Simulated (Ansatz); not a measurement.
Cost and result for the atomization energy of `[ZnH][SiH]1N[SiH2]1` (9 atoms, 9 bonds).

Cartesian coordinates in Å:
```
Zn 0.6796 -1.2002 2.2215
Si 0.5061 -0.7192 -0.0946
N 0.4965 0.9665 -0.5759
Si -1.1204 0.5535 -0.9875
H 0.7344 -1.4748 3.7528
H 1.2511 -1.6184 -1.0323
H 1.1403 1.7347 -0.6392
H -2.2082 1.2114 -0.2136
H -1.4794 0.5466 -2.4311
```

Charge 0, multiplicity 1. For Zn the d shell is correlated and the shells below it are frozen. Scalar relativity is left out up to krypton. The structure was optimised at the PBE0-D4/def2-TZVP level. Program: Ansatz. All runs use 4 threads of a server CPU on a shared host. Times are those of one run each, without the atoms' runs, and a repeat can differ threefold. Electronic energies, without spin–orbit coupling; frozen cores. CCSD(T)/CBS adds CCSD(T) − MP2 in def2-TZVPP to the MP2 limit, and its time is that of the two runs behind it. T1 = 0.015. With those shells the extrapolation isn't a true limit. HSE06 is the plane-wave form, built on full-range PBE exchange.

CCSD(T)/CBS is a level of theory with its own doubt, some kJ/mol a heavy atom from the limit and from the frozen cores, so smaller differences don't rank the functionals.

```tsv
level	functions	wall time	atomization (kJ/mol)	difference from CCSD(T)/CBS	per bond
LDA (SPW92)/def2-TZVPP	249	1.1 s	2789.0	349.7	38.8
BHLYP-D4/def2-TZVPP	249	2.7 s	2379.0	-60.3	-6.7
CCSD(T)/def2-SVP	106	2.8 s	2208.2	-231.1	-25.7
HSE06-D4/def2-TZVPP	249	2.8 s	2432.2	-7.1	-0.8
CAM-B3LYP-D4/def2-TZVPP	249	2.9 s	2448.6	9.3	1.0
r2SCAN-D4/def2-TZVPP (with forces)	249	3.1 s	2458.6	19.3	2.1
B2PLYP/def2-TZVPP	249	4.1 s	2395.6	-43.7	-4.9
ωB97X-V/def2-TZVPP	249	6 s	2483.2	43.9	4.9
PBE-QIDH/def2-TZVPP	249	6 s	2417.1	-22.2	-2.5
ωB97M-V/def2-TZVPP (with forces)	249	8 s	2454.2	14.9	1.6
MP2/def2-QZVPP	447	18 s	2423.8	-15.5	-1.7
CCSD(T)/def2-TZVPP	249	81 s	2354.6	-84.7	-9.4
CCSD(T)/CBS(def2)	–	99 s	2439.3	0.0	0.0
```

From PBE to PBE0 (25 % exact exchange), in def2-TZVPP and without D4, the atomization energy moves by −25.0 kJ/mol: exact exchange takes away binding that semilocal exchange gives to molecules. Leaving LDA and LC-ωPBE aside and taking each functional with its dispersion term where it has one, the values spread over 104.2 kJ/mol, from BHLYP-D4 to ωB97X-V. LDA lies +351.7 kJ/mol from PBE without D4, its usual overbinding. The D4 term adds +35.3 kJ/mol with B3LYP and +18.5 kJ/mol with PBE0; it sums over pairs of atoms, weighted by their polarisabilities, and B3LYP, whose exchange is more repulsive, gets the larger term.

B3LYP here is the variant with VWN-RPA as its local correlation; programs differ in this.
